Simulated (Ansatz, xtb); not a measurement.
# Relative energy of two isomers of C4H7F3O2

We compare X, `C[C@H](F)OC(F)(F)CO`, a singlet, with Y, `CCOCOC(F)(F)F`, a singlet. Both are isolated molecules in the gas phase, relaxed with B3LYP/def2-SVP, each in the lowest conformer that the search found.

Problem. Estimate E(Y) − E(X) at the level CCSD(T)/def2-SVP + ΔMP2/def2-TZVPP.

Solution. Not settled: CCSD(T)/def2-SVP + ΔMP2/def2-TZVPP gives E(Y) − E(X) = +3.6 kcal/mol, but this leans on the basis-set step: CCSD(T) alone gives +0.4 kcal/mol.

Level by level:

```csv
level,geometry,E(Y) − E(X) (kcal/mol),departure from the last row (kcal/mol),"job, with rough time for the two"
GFN2-xTB,GFN2-xTB,−3.6,−7.2,"optimisation, 0.19 s"
HF/STO-3G,GFN2-xTB,−10.0,−13.5,"single point, 0.4 s"
r2SCAN-D4/def2-SVP,GFN2-xTB,−0.3,−3.9,"single point, 3.5 s"
B3LYP/def2-SVP,B3LYP/def2-SVP,−0.6,−4.1,"optimisation, 46 s"
HF/def2-SVP,B3LYP/def2-SVP,−0.6,−4.1,part of the CCSD(T) run
MP2/def2-SVP,B3LYP/def2-SVP,+0.3,−3.3,part of the CCSD(T) run
CCSD(T)/def2-SVP,B3LYP/def2-SVP,+0.4,−3.2,single point
CCSD(T)/def2-SVP + ΔMP2/def2-TZVPP,B3LYP/def2-SVP,+3.6,,"single point, 2.6 min"
```

As drawn, Y has 1 C–O, 1 C–H in place of 1 C–C, 1 O–H.

GFN2-xTB, HF/STO-3G, B3LYP/def2-SVP, HF/def2-SVP put the two in the other order. r2SCAN-D4/def2-SVP, MP2/def2-SVP, CCSD(T)/def2-SVP find them nearly level. The largest departure from CCSD(T)/def2-SVP + ΔMP2/def2-TZVPP is that of HF/STO-3G, 13.5 kcal/mol. The last row adds to CCSD(T) the change of the MP2 difference between the two basis sets, here +3.2 kcal/mol, a large step that makes the value less sure.

With thermal terms from frequencies at re-optimised GFN2-xTB minima (ideal gas, soft modes damped towards free rotors, one conformer each, 298.15 K, 1 atm): on the last row, ΔE + ΔZPE = +4.1, ΔH = +3.9, ΔG = +4.2 kcal/mol.

The correlated steps freeze 9 core orbitals. Mirror images aren't counted in ΔG. Run with Ansatz 0.2.0, xtb 6.7.1; the last row on 4 threads of Arm Neoverse V2 on a shared host.
